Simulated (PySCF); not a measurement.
From one molecule to another.

First species: C7H8FN.
Numbering: `[CH2:1]=[CH:2][C:3](=[CH2:4])[C@@:5]([CH3:6])([F:7])[C:8]#[N:9]` (hydrogens: H10, H11 on C1; H12 on C2; H13, H14 on C4; H15, H16, H17 on C6)

Second species: C₆H₁₀N₂.
SMILES: `Cn1ccc(CN)c1`

Levels: PBE0/pcSseg-1 for dipole moment, HOMO energy, LUMO energy and HOMO–LUMO gap; GFN2-xTB for rotational constant A and rotational constant C. Geometries: GFN2-xTB. Each structure is a single optimised conformer of the isolated species, non-relativistic unless stated. Electronic properties by PySCF.

The conformers computed, where there is a choice (atom-mapped SMILES and torsion angles):
- `[CH2:1]=[CH:2][C:3](=[CH2:4])[C@@:5]([CH3:6])([F:7])[C:8]#[N:9]`: C1–C2–C3–C4 -171°, C2–C3–C5–C6 67°
- `[CH3:1][n:2]1[cH:3][cH:4][c:5]([CH2:6][NH2:7])[cH:8]1`: C4–C5–C6–N7 91°, H–N7–C6–C5 59°, H–N7–C6–C5 -58°

Values for the first species:

```
Dipole moment         : 3.85 D
HOMO energy           : -7.39 eV
LUMO energy           : -1.40 eV
HOMO–LUMO gap         : 5.99 eV
Rotational constant A : 1.881 GHz
Rotational constant C : 1.223 GHz
```

(1) Estimate the same properties for the second species, and the change in each.

## Answers

(1) 
```json
{"property": "dipole moment", "first": "3.85 D", "second": "3.55 D", "second less first": "-0.30 D"}
{"property": "HOMO energy", "first": "-7.39 eV", "second": "-5.90 eV", "second less first": "+1.49 eV"}
{"property": "LUMO energy", "first": "-1.40 eV", "second": "0.90 eV", "second less first": "+2.30 eV"}
{"property": "HOMO–LUMO gap", "first": "5.99 eV", "second": "6.80 eV", "second less first": "+0.81 eV"}
{"property": "rotational constant A", "first": "1.881 GHz", "second": "5.157 GHz", "second less first": "+3.276 GHz"}
{"property": "rotational constant C", "first": "1.223 GHz", "second": "1.101 GHz", "second less first": "-0.122 GHz"}
```

On the first: A dipole of 3.85 D is allowed in C1, and pure rotational transitions are dipole-allowed. The dipole equals about 12.8 × 10⁻³⁰ C·m (1 D = 3.33564 × 10⁻³⁰ C·m).

On the second: A dipole of 3.55 D is allowed in C1, and pure rotational transitions are dipole-allowed. The dipole equals about 11.9 × 10⁻³⁰ C·m (1 D = 3.33564 × 10⁻³⁰ C·m).
